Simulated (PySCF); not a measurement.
Al(Cl)(SeH)2 (AlClH₂Se₂), SMILES [Cl][Al]([SeH])[SeH].

Coordinates come from a B3LYP-D3(BJ)/def2-SVP optimisation. The structure was generated by enumeration; whether it is a known compound was not checked. The values are those of a single conformer.

All values below come from PySCF with PBE/def2-TZVP.

Computed frontier levels, gap, dipole moment and polarisability:
```yaml
highest_occupied_level: -6.35 eV
lowest_empty_level: -1.89 eV
orbital_gap: 4.46 eV
dipole_moment: 1.81 D
quadrupole, principal values (traceless, Buckingham form, about the centre of nuclear charge): -3.06, -0.53, 3.59 D·Å
mean_static_polarisability: 94.7 bohr³ (14.03 Å³)
polarisability_principal_values: 68.9, 98.4, 116.7 bohr³
```
